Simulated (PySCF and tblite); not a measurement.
C₇H₇NSi, numbered as in [CH:1]#[C:2][c:3]1[cH:4][cH:5][n:6][cH:7][c:8]1[SiH3:9].

Free energies: PBE0-D3(BJ)/pcSseg-1 on GFN2-xTB structures plus GFN2-xTB thermal terms, symmetry and mirror images included. Conformers within 2.5 kcal/mol (GFN2-xTB free energy) were kept, 3 at most. GIAO shieldings: PBE0/pcSseg-1. Shifts are against TMS (¹H), TMS (¹³C), TMS (²⁹Si), NH3 (¹⁵N) at the same level. Programs: PySCF with density fitting and tblite.

What shifts does this protocol give at 298.15 K under fast conformational exchange?

¹H: 9.14 (H7, 1H), 9.01 (H5, 1H), 7.61 (H4, 1H), 4.56 (H9, 3H), 3.34 (H1, 1H) ppm. ¹³C: 161.7 (C7), 157.2 (C5), 141.3 (C3), 133.3 (C8), 132.3 (C4), 96.7 (C1), 87.5 (C2) ppm. ²⁹Si: -74.5 (Si9) ppm. ¹⁵N: 361.3 (N6) ppm.

Unscaled ²⁹Si and ¹⁵N shifts at such levels can be off by tens of ppm; differences between conformers or isomers are more reliable. Shifts are unscaled: against experiment ¹³C can be off by 15 ppm or more and ¹H by 0.8 ppm.


¹⁵N shifts are against a computed isolated NH3 molecule, about 20 ppm from the liquid.